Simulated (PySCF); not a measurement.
**Exercise with solution: oscillator strength and radiative lifetime**

Si(H)(OH) (H2OSi), SMILES [SiH]O (connectivity only; charge and spin as stated), neutral, multiplicity 1.

Geometry optimised at PBE0-D3(BJ)/def2-TZVP.

TDDFT-LC-ωPBE/def2-TZVPD run with PySCF puts the first singlet state with f over 0.02 at 3.22 eV (vertical), with the transition dipole (0.000, 0.000, -0.568) in atomic units.

Question: Find the oscillator strength, the wavelength and the radiative lifetime that this transition would have in vacuum if emission retraced absorption.

Answer: 
|μ|² = 0.3226 au, so |μ| = 1.44 D. ΔE = 3.22/27.211 = 0.1183 hartree. f = (2/3) ΔE |μ|² = 0.025 (the program prints 0.025).
λ = 1239.84/3.22 = 385 nm; ν = 25971 cm⁻¹.
Einstein's coefficient A = 0.6670 ν² f s⁻¹ (ν in cm⁻¹) = 1.1e7 s⁻¹, so τ = 1/A = 87 ns. This state is S1. The figure is the radiative limit of this one transition; relaxation, internal conversion, crossing to triplets and a medium change what is measured.
